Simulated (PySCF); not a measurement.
In(Cl)(Br)(OH) (BrClHInO), SMILES [OH][In]([Cl])[Br].

The structure is a stationary point at PBE-D3(BJ)/def2-SVP. The structure was generated by enumeration; whether it is a known compound was not checked. The def2 effective core potentials stand for the cores of In; spin–orbit coupling is left out. Other conformers were not sampled.

The numbers are results of PBE-D3(BJ)/def2-SVP in PySCF 2.14.0, not measurements.

Frequencies are harmonic and unscaled.

```csv
mode,ν (cm⁻¹),IR (km/mol),moving atoms (share of kinetic energy)
1,73,3.3,"Cl 45 %, Br 24 %, In 24 %"
2,100,9.3,"In 42 %, O 36 %, Cl 14 %"
3,105,15.6,"O 66 %, Cl 12 %, H 8 %"
4,248,16.3,"Br 60 %, In 30 %"
5,280,90.4,H 93 %
6,359,42.1,"Cl 73 %, In 25 %"
7,585,48.9,"O 85 %, In 13 %"
8,849,75.3,H 93 %
9,3685,69.9,H 94 %
```
